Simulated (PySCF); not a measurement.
Cl2Mg. Atoms are numbered in the order given.

```xyz
3

Mg     0.0000     0.0000     0.0000
Cl     0.0000     0.0000    -2.1675
Cl     0.0000     0.0000     2.1675
```
Charge 0, spin multiplicity 1.

The structure is a stationary point at ωB97X-D3(BJ)/def2-TZVP. The isomer is the one that the SMILES or the coordinates give; other isomers of the formula were not compared.

Level of theory: TDDFT-M06-2X/def2-TZVPD run with PySCF 2.14.0.

Vertical excitations; the highest root listed may be one member of a degenerate set. Gas-phase values at a fixed geometry. State labels are in the subgroup D2h.

```csv
state,symmetry,energy (eV),λ (nm),f,main pairs
S1,B2g,5.95,209,0.000,HOMO−1→LUMO (degenerate set)
S2,B3g,5.95,209,0.000,HOMO→LUMO (degenerate set)
S3,B3u,6.06,205,0.090,HOMO−2→LUMO (degenerate set)
S4,B2u,6.06,205,0.090,HOMO−3→LUMO (degenerate set)
S5,B1u,6.94,179,0.190,HOMO−4→LUMO 85 %
S6,Au,7.44,167,0.000,"HOMO−1→LUMO+1 44 %, HOMO→LUMO+2 44 %"
S7,Ag,7.46,166,0.000,HOMO−5→LUMO 82 %
S8,Au,7.50,165,0.000,"HOMO→LUMO+2, HOMO−1→LUMO+1 (degenerate set)"
S9,B1u,7.50,165,0.000,"HOMO→LUMO+1, HOMO−1→LUMO+2 (degenerate set)"
S10,B1g,7.54,164,0.000,"HOMO−2→LUMO+1 44 %, HOMO−3→LUMO+2 44 %"
T1,B2g,5.71,217,0,HOMO−1→LUMO (degenerate set)
T2,B3g,5.71,217,0,HOMO→LUMO (degenerate set)
T3,B3u,5.76,215,0,HOMO−2→LUMO (degenerate set)
T4,B2u,5.76,215,0,HOMO−3→LUMO (degenerate set)
```
Triplets are in the Tamm–Dancoff approximation, which puts them higher than full response would, so one can lie above its singlet here.
